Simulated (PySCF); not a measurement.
**Zn (zinc, neutral) across methods**

[Ar] 3d9 4s2 4p1, one real determinant (an excited configuration). All numbers are calculated (PySCF 2.14, scalar relativity through the core potential, in aug-cc-pwCVTZ-PP with ECP10MDF).

| method | E (hartree) | mean ε 4s α (eV) | mean ε 4s β (eV) | mean ε 4p α (eV) | Σ⟨r²⟩ (bohr²) | ⟨S²⟩ |
| --- | --- | --- | --- | --- | --- | --- |
| HSE06 | -226.6623 | -9.524 | -8.548 | -3.498 | 39.85 | 2.004 |
| wB97X-V | -226.6628 | -12.249 | -11.132 | -5.755 | 39.73 | 2.004 |
| PBE | -226.7112 | -8.829 | -8.042 | -3.053 | 40.16 | 2.003 |
| UHF | -225.63929 | -12.372 | -10.392 | -5.939 | 40.68 | 2.010 |
| LDA | -226.3030 | -9.084 | -8.360 | -3.040 | 39.91 | 2.001 |
| r2SCAN | -226.6123 | -9.126 | -8.254 | -3.315 | 39.38 | 2.007 |
| PBE0 | -226.6657 | -9.891 | -8.846 | -3.894 | 39.85 | 2.004 |

Question: Estimate the same row for M06-2X.

Answer: E (hartree) = -226.7983; mean ε 4s α (eV) = -10.525; mean ε 4s β (eV) = -9.126; mean ε 4p α (eV) = -4.512; Σ⟨r²⟩ (bohr²) = 40.57; ⟨S²⟩ = 2.006.

⟨L²⟩ = 8.01 against 12 for a pure F term, so this real determinant mixes terms. Energies and moments cover only the electrons outside the core potential.
